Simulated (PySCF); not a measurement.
**Radial density of Ge⁺ (germanium, charge +1)**

UHF, [Ar] 3d10 4s2 4p1, 2P determinant. All numbers are calculated (PySCF 2.14, the spin-free X2C one-electron Hamiltonian (Gaussian nucleus), in cc-pVTZ-DK).

```csv
r (bohr),4πr²ρ (e/bohr),4πr²(ρα − ρβ)
0.000790,0.2946,0.0000
0.00133,0.7290,0.0000
0.00223,1.766,0.0000
0.00376,4.135,-0.0001
0.00632,9.152,-0.0001
0.0106,18.34,-0.0002
0.0179,30.92,0.0000
0.0301,39.26,0.0019
0.0506,34.71,0.0087
0.0851,33.47,0.0210
0.143,45.75,0.0153
0.241,30.00,-0.0109
0.405,25.53,0.0329
0.681,23.84,0.0027
1.15,6.157,0.1021
1.93,1.940,0.4528
3.24,0.5335,0.2559
5.45,0.02336,0.0175
9.17,7.080e-05,0.0001
```

Densities and radii are taken from the X2C orbitals without a picture-change correction, which distorts them close to the nucleus.

(1) Where is the radial spin density 4πr²(ρα − ρβ) most negative, and why is it negative at all?

Answers

(1) Around r = 0.241 bohr, down to -0.0109 e/bohr: exchange with the open shell polarises the paired shells in an unrestricted calculation.
